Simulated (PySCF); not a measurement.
## Gas-phase XPS of `B[AsH]CC=C`, computed

Species: C3H8AsB.
Bonds: B1–As2, As2–C3, C3–C4, C4–C5 (double). Hydrogens: H6, H7 on B1; H8 on As2; H9, H10 on C3; H11 on C4; H12, H13 on C5.

Computed, not measured: delta-SCF UKS SCAN, pcX-2 on the ionised atom, pcseg-1 elsewhere, spin-free X2C (PySCF 2.14.0). Each binding energy is the total energy of the core-ionised species, with the hole localised on one atom, minus that of the ground state; both are solved self-consistently, so orbital relaxation is included.

Problem. List the computed XPS lines with their assignment.

Solution. 
| atom(s) | environment | level | binding energy (eV) | above the level's lowest (eV) | count |
| --- | --- | --- | --- | --- | --- |
| C3 | allylic carbon | C 1s | 290.74 | +0.67 | 1 |
| C4 | alkene CH carbon | C 1s | 290.67 | +0.60 | 1 |
| C5 | terminal =CH2 carbon | C 1s | 290.07 | 0.00 | 1 |

The listed C 1s values span 0.67 eV, from C5 (bonded to C (double bond) and 2 H) to C3 (bonded to C, 2 H and As).

Problem. Which photon energy gives electrons from C 1s of C4 a kinetic energy of 20 eV, and what is their de Broglie wavelength?

Solution. hν = 290.67 + 20 = 310.67 eV, recoil neglected; λ = 12.264 Å/√(E/eV) = 2.74 Å.

Not every level is listed. No level of arsenic or boron is listed. Geometry: PBE0-D3(BJ)/def2-SVP, one conformer, isolated molecule.

Shape of the structure used: `[BH2:1][AsH:2][CH2:3][CH:4]=[CH2:5]`: B1–As2–C3–C4 177°, As2–C3–C4–C5 -113°.
